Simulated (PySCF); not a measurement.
ScCl2, SMILES [Cl][Sc+][Cl], charge +1.

Coordinates come from a B3LYP-D3(BJ)/def2-TZVP optimisation. The spin state was assumed, not searched. The isomer is the one that the SMILES or the coordinates give; other isomers of the formula were not compared.

Two levels are set side by side: TDA-PBE/def2-SVPD (PySCF) and TDA-CAM-B3LYP/def2-SVPD (PySCF). Vertical, same geometry. The lowest singlet is HOMO→LUMO 99 % with PBE and HOMO→LUMO 93 % with the other functional; states are paired by order. Differences are taken from unrounded values.

```json
[
 {"quantity": "lowest singlet excitation (eV)", "TDA-CAM-B3LYP": "4.12", "TDA-PBE": "3.36", "TDA-PBE minus TDA-CAM-B3LYP": "-0.77"},
 {"quantity": "lowest triplet excitation (TDA) (eV)", "TDA-CAM-B3LYP": "4.08", "TDA-PBE": "3.31", "TDA-PBE minus TDA-CAM-B3LYP": "-0.77"}
]
```

A lower first singlet is the usual sign of a functional without exact exchange. Differences between two approximate levels are no errors against the true value.

Rough cost on one machine, each run with all the roots and properties that it gave: TDA-CAM-B3LYP against TDA-PBE about 3 times.
